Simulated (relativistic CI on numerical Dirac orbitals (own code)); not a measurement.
A reference radial Dirac CI calculation of Sn⁺ gave the lowest total energy -6168.51550 Ha in 38 SCF steps, from this input:

```
atom Sn  Z=50  charge=1  electrons=49
nucleus A=120  rms_radius_fm=4.6519
hamiltonian dirac-coulomb  breit=on  qed=on  c_scale=1
orbitals kli  potential=per-configuration
slater_scale 1
correlation none
mixing on
grid step=0.0125 r_max=100.6
scf mixing=0.4 start=green max_iterations=150 tolerance=2e-08 node_fill=0.05
configurations
  [Kr] 4d10 5s2 5p
  [Kr] 4d10 5s 5p2
  [Kr] 4d10 5s2 5d
end
```

One setting was then changed, and the output read:

```
SCF 1: [Kr] 4d10 5s2 5p
 iter      energy (Ha)   residual   last orbital (Ha)
    1     -6168.250319   1.49e+00     -0.69567
    2     -6175.270015   5.04e-01     -0.52117
    3     -6175.799608   1.63e-01     -0.48810
    4     -6175.862797   3.57e-02     -0.49358
    5     -6175.859012   1.69e-02     -0.49103
    6     -6175.854822   4.55e-03     -0.48801
    7     -6175.856382   6.45e-04     -0.48923
    8     -6175.856218   2.03e-04     -0.48920
    9     -6175.856166   1.05e-06     -0.48915
   10     -6175.856166   5.87e-07     -0.48915
   11     -6175.856166   6.45e-08     -0.48915
   12     -6175.856166   3.37e-08     -0.48915
   13     -6175.856166   1.01e-10     -0.48915
SCF 2: [Kr] 4d10 5s 5p2
 iter      energy (Ha)   residual   last orbital (Ha)
    1     -6168.105208   1.48e+00     -0.69567
    2     -6175.020467   5.03e-01     -0.52004
    3     -6175.550995   1.64e-01     -0.48934
    4     -6175.611578   3.25e-02     -0.49765
    5     -6175.607844   1.44e-02     -0.49492
    6     -6175.604353   4.51e-03     -0.49219
    7     -6175.605856   6.08e-04     -0.49351
    8     -6175.605684   1.11e-04     -0.49345
    9     -6175.605663   7.66e-06     -0.49342
   10     -6175.605661   4.47e-07     -0.49341
   11     -6175.605661   5.09e-08     -0.49341
   12     -6175.605661   1.90e-08     -0.49341
SCF 3: [Kr] 4d10 5s2 5d
 iter      energy (Ha)   residual   last orbital (Ha)
    1     -6168.194584   1.48e+00     -0.27549
    2     -6174.988561   5.05e-01     -0.22905
    3     -6175.524796   1.62e-01     -0.21981
    4     -6175.581865   3.19e-02     -0.21932
    5     -6175.578972   1.70e-02     -0.21883
    6     -6175.574892   4.93e-03     -0.21787
    7     -6175.576514   5.80e-04     -0.21811
    8     -6175.576362   1.05e-04     -0.21809
    9     -6175.576344   1.64e-05     -0.21808
   10     -6175.576339   2.37e-06     -0.21808
   11     -6175.576340   2.80e-08     -0.21808
   12     -6175.576340   3.56e-08     -0.21808
   13     -6175.576340   7.63e-10     -0.21808
orbital energies (Ha): 4s -5.2914  4p1/2 -3.8624  4p3/2 -3.5920  4d3/2 -1.3618  4d5/2 -1.3248  5s -0.7605  5p1/2 -0.5079  5p3/2 -0.4892
configuration averages (Ha): Dirac-Coulomb, Breit, QED
  5s2 5p                       -6175.856166    4.411241    2.947780
  5s 5p2                       -6175.605661    4.411189    2.947181
  5s2 5d                       -6175.576340    4.410912    2.947847
levels: no., configuration, term, J, E (cm-1), weight
   1 5s2 5p                 2P*  1/2              0.0  1.00
   2 5s2 5p                 2P*  3/2           4345.2  1.00
   3 5s 5p2                 4P   1/2          34598.7  0.99
   4 5s 5p2                 4P   3/2          36419.9  1.00
   5 5s 5p2                 4P   5/2          38972.0  0.99
   6 5s 5p2                 2D   3/2          53445.0  0.57
   7 5s 5p2                 2D   5/2          53974.6  0.54
   8 5s2 5d                 2D   3/2          72137.6  0.57
   9 5s2 5d                 2D   5/2          72895.1  0.55
  10 5s 5p2                 2S   1/2          74644.9  0.93
  11 5s 5p2                 2P   1/2          83888.5  0.93
  12 5s 5p2                 2P   3/2          86301.3  0.99
lowest total energy -6168.510344 Ha
end: converged
```

Which setting was changed?
A. charge
B. SCF mixing
C. node fill of the KLI weights
D. configuration list

C. The node fill of the KLI weights 0.2.
